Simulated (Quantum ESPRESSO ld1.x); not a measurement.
Results of a calculation; reference values are marked as such.
Task: All-electron atom: Sr in [Kr] 5s2. Code: ld1.x of Quantum ESPRESSO 7.5. Model: Dirac Kohn-Sham, PBE, spin-unpolarised, spherical densities, point nucleus.

Spin-orbit splittings of the eigenvalues, e(l+1/2) - e(l-1/2), with zeta = 2 splitting/(2l+1) and mean radii in bohr:

shell  occ.  splitting (eV)  zeta (eV)  <r> j=l-1/2  <r> j=l+1/2
2p        6           68.41      45.61       0.1475       0.1517
3p        6           10.49      6.991       0.4913       0.5018
3d       10           1.830     0.7320       0.4962       0.4998
4p        6           1.160     0.7734        1.545        1.579
4d        0         0.04620    0.01848        3.505        3.557
5p        0               ?          ?        5.845        5.959

Estimate the 5p splitting.

Result: 0.06211 eV (zeta = 0.04141 eV).
